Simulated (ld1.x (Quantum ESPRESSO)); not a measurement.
Reading a pseudo-wave (krypton (Kr))

Columns: radius, all-electron u(r) and pseudo u(r) of the 4s shell (level -23.12 eV) of krypton in the configuration [Ar] 3d10 4s2 4p6; PW91, scalar-relativistic, PAW scheme, ld1.x (Quantum ESPRESSO) 7.5.

```csv
r (bohr),all-electron,pseudo
0.093,-0.2299,-0.0446
0.185,-0.1347,-0.0920
0.278,0.2503,-0.1461
0.370,0.4423,-0.2078
0.463,0.4041,-0.2791
0.555,0.2250,-0.3580
0.648,-0.0121,-0.4445
0.740,-0.2469,-0.5335
0.833,-0.4552,-0.6229
0.925,-0.6206,-0.7061
1.018,-0.7449,-0.7802
1.110,-0.8287,-0.8392
1.203,-0.8791,-0.8805
1.295,-0.9010,-0.9010
1.388,-0.9006,-0.9006
1.480,-0.8830,-0.8830
1.573,-0.8523,-0.8523
1.665,-0.8132,-0.8132
1.758,-0.7679,-0.7679
1.850,-0.7197,-0.7197
1.943,-0.6696,-0.6696
2.035,-0.6200,-0.6200
2.128,-0.5708,-0.5708
2.220,-0.5239,-0.5239
2.313,-0.4788,-0.4788
2.405,-0.4366,-0.4366
```

(1) How many radial nodes do the two functions have?

(2) At about which radius was the pseudo-wave matched?

(3) Is the pseudo-wave norm-conserving?

Answers

(1) The all-electron 4s function has n − l − 1 = 3 (the table is too coarse to show those close to the nucleus); the pseudo-wave has 0, since the states of the same l below it are removed with the core.

(2) 1.30 bohr, where the columns begin to agree (steps of 0.09 bohr).

(3) No, it belongs to a PAW set: the norm inside the radius is not constrained, and the difference is carried by the augmentation charge.
